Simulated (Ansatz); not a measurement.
`OBC[SiH3]` + `C1[SiH2][AsH]1` → `[SiH3][As]1C[SiH2]1` + `CBO` at 700 K and 1 bar (ligand exchange at the Si–C bond).

Program: Ansatz. Geometries: PBE0-D4/def2-TZVP. ΔE: electronic, gas phase. CCSD(T)/CBS adds triple-zeta CCSD(T) − MP2 to the extrapolated MP2 energy (def2 sets, frozen cores). For As outer-core shells are correlated without core-valence functions, which leaves a few kJ/mol of doubt a bond. Scalar relativity is left out up to krypton. One conformer a species, not always the lowest.

```
              species  CCSD(T)/CBS energy (Eh)  H − E (kJ/mol)  S (J/(mol·K))
          `OBC[SiH3]`               -431.36750           285.5          441.5
     `C1[SiH2][AsH]1`              -2565.12158           193.1          386.9
`[SiH3][As]1C[SiH2]1`              -2855.41741           265.8          483.1
                `CBO`               -141.08489           219.3          348.2
```

H − E and S are ideal-gas, rigid-rotor, harmonic terms from PBE0-D4/def2-TZVP, for one conformer and one mirror image of each species. 1 Eh = 2625.50 kJ/mol, R = 8.31446 J/(mol·K).

Q: By hand: ΔE, ΔH, ΔS and ΔG.

A: ΔE = (-2855.41741) + (-141.08489) − (-431.36750) − (-2565.12158) = -0.01322 Eh = -34.7 kJ/mol. Δ(H − E) = 265.8 + 219.3 − 285.5 − 193.1 = 6.5, so ΔH = -28.2 kJ/mol. ΔS = 483.1 + 348.2 − 441.5 − 386.9 = 2.9 J/(mol·K). ΔG = -28.2 − 700 × (2.9)/1000 = -30.2 kJ/mol.

Q: By hand: the equilibrium constant, and the temperature at which ΔG would vanish if ΔH and ΔS stayed fixed.

A: log₁₀ K = −ΔG/(RT ln 10) = 2.3. ΔH and −TΔS have one sign here, so there is no such temperature. One of them is within its doubt of zero, so this could turn.

The number of gas molecules stays the same, so ΔS is small and ΔH decides. A doubt of 5 kJ/mol in ΔE shifts log₁₀ K by 0.4 here. Other conformers and mirror images would add mixing entropy, several J/(mol·K) or more a flexible species. These are equilibria of isolated gas molecules and say nothing of rates. Largest T1 diagnostic: 0.012 (customary marks: 0.02 for closed shells, 0.045 for open ones).
